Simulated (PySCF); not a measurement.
Screening by computed properties: pick the candidate that meets the target.

Species are written as SMILES; each is one conformer at its optimised geometry, gas phase, non-relativistic unless stated; the electronic structure was computed with PySCF and density fitting.

The conformers computed, where there is a choice (atom-mapped SMILES and torsion angles):
- `[SiH3:1][O:2][C:3]1=[CH:4][CH:5]=[C:6]([Cl:7])[SiH2:8]1`: Si1–O2–C3–C4 180°
- `[CH3:1][C:2](=[O:3])[c:4]1[cH:5][cH:6][s:7][cH:8]1`: C1–C2–C4–C5 0°
- `[F:1][C:2]([F:3])=[C:4]([F:5])[P:6]1[CH:7]=[CH:8]1`: C2–C4–P6–C7 -159°
- `[OH:1][c:2]1[cH:3][cH:4][c:5]([SH:6])[cH:7][cH:8]1`: H–O1–C2–C3 0°, H–S6–C5–C4 180°
- `[SiH3:1][P:2]([PH2:3])[PH2:4]`: H–P3–P2–Si1 -81°, H–P3–P2–Si1 -173°, H–P4–P2–Si1 78°, H–P4–P2–Si1 171°

(1) Wanted: HOMO–LUMO gap between 7.3 eV and 7.7 eV (CAM-B3LYP/def2-SVPD) and HOMO energy below -7.7 eV (CAM-B3LYP/def2-SVPD), at GFN2-xTB geometries. Which candidate meets both?
A. `CC(=O)c1ccsc1`
B. `[SiH3]OC1=CC=C(Cl)[SiH2]1`
C. `Cc1ccpcp1`
D. `Cc1cpcpc1`
E. `FC(F)=C(F)P1C=C1`

(2) Wanted: dipole moment between 0.9 D and 2.1 D (CAM-B3LYP/def2-SVPD) and electronic spatial extent ⟨r²⟩ about the centre of nuclear charge below 1100 bohr² (CAM-B3LYP/def2-SVPD), at GFN2-xTB geometries. Which candidate meets both?
A. `FC(F)=C(F)P1C=C1`
B. `Oc1ccc(S)cc1`
C. `CC(=O)c1ccsc1`
D. `[SiH3]OC1=CC=C(Cl)[SiH2]1`
E. `P([SiH3])(P)P`
F. `Cc1ccpcp1`

(3) Wanted: static isotropic polarisability between 92 au and 100 au (CAM-B3LYP/def2-SVPD) and lowest singlet excitation above 4.1 eV (TDDFT CAM-B3LYP/def2-SVPD), at GFN2-xTB geometries. Which candidate meets both?
A. `FC(F)=C(F)P1C=C1`
B. `p1cpc(C)cc1`
C. `c1scc(C(C)=O)c1`
D. `Oc1ccc(S)cc1`
E. `[SiH3]OC1=CC=C(Cl)[SiH2]1`

(4) Wanted: smallest rotational constant below 1 GHz (GFN2-xTB) and lowest triplet excitation (Tamm–Dancoff) below 3.6 eV (TDA CAM-B3LYP/def2-SVPD), at GFN2-xTB geometries. Which candidate meets both?
A. `CC(=O)c1ccsc1`
B. `OC1=CC=C(S)C=C1`
C. `[SiH3]P(P)P`
D. `Cc1ccpcp1`

Results:

(1) D. Computed values:
| species | HOMO–LUMO gap | HOMO energy |
| --- | --- | --- |
| [SiH3]OC1=CC=C(Cl)[SiH2]1 | 6.76 eV | -7.29 eV |
| Cc1ccpcp1 | 7.22 eV | -8.09 eV |
| Cc1cpcpc1 | 7.39 eV | -8.34 eV |
| CC(=O)c1ccsc1 | 8.06 eV | -8.55 eV |
| FC(F)=C(F)P1C=C1 | 8.81 eV | -8.65 eV |

(2) F. Computed values:
| species | dipole moment | electronic spatial extent ⟨r²⟩ about the centre of nuclear charge |
| --- | --- | --- |
| P([SiH3])(P)P | 0.63 D | 929 bohr² |
| Oc1ccc(S)cc1 | 1.08 D | 1277 bohr² |
| Cc1ccpcp1 | 1.78 D | 1045 bohr² |
| [SiH3]OC1=CC=C(Cl)[SiH2]1 | 2.04 D | 2134 bohr² |
| FC(F)=C(F)P1C=C1 | 2.23 D | 1130 bohr² |
| CC(=O)c1ccsc1 | 3.29 D | 1190 bohr² |

(3) D. Computed values:
```csv
species,static isotropic polarisability,lowest singlet excitation
FC(F)=C(F)P1C=C1,71.2 au,5.45 eV
c1scc(C(C)=O)c1,89.0 au,4.07 eV
Oc1ccc(S)cc1,94.6 au,4.67 eV
p1cpc(C)cc1,107.3 au,4.22 eV
[SiH3]OC1=CC=C(Cl)[SiH2]1,115.3 au,3.71 eV
```

(4) A. Computed values:
```
        species  smallest rotational constant  lowest triplet excitation (Tamm–Dancoff)
OC1=CC=C(S)C=C1                     0.842 GHz                                   3.79 eV
  CC(=O)c1ccsc1                     0.928 GHz                                   3.48 eV
      Cc1ccpcp1                     1.086 GHz                                   2.83 eV
    [SiH3]P(P)P                     1.357 GHz                                   4.30 eV
```
